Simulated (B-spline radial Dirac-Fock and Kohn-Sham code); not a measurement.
These are calculated numbers from a radial finite-basis atomic code; the model is multi-electron Dirac-Fock with separately optimised hole states, Breit and Lamb-shift corrections added in first order. Correlation and solid-state effects are left out.

**Question.** Identify the element and charge state from the binding energies below (tabulated ground configuration; the least bound level is included).

| level | binding energy (eV) |
| --- | --- |
| K | 66259.0 |
| L2 | 13236.1 |
| L3 | 12118.6 |
| M1 | 5054.2 |
| M2 | 4840.6 |
| M3 | 4572.1 |
| M4,5 | 4237.0 |

**Answer.** Lu⁴⁸⁺: Z = 71 with 23 electrons, [Ar] 3d5. The hydrogen-like estimate √(E/Ry) = 69.8 for the K level lies 1.2 below Z (screening lowers it, relativity raises it); the outermost level, at 4237.0 eV, fixes the charge.

**Question.** An atom or ion in its tabulated ground configuration has these computed binding energies (the last is its least bound level). Which is it?

```tsv
level	binding energy (eV)
K	33853.0
L1	7647.7
L2,3	7252.1
```

**Answer.** Sb⁴³⁺: Z = 51 with 8 electrons, [He] 2s2 2p4. The hydrogen-like estimate √(E/Ry) = 49.9 for the K level lies 1.1 below Z (screening lowers it, relativity raises it); the outermost level, at 7252.1 eV, fixes the charge.
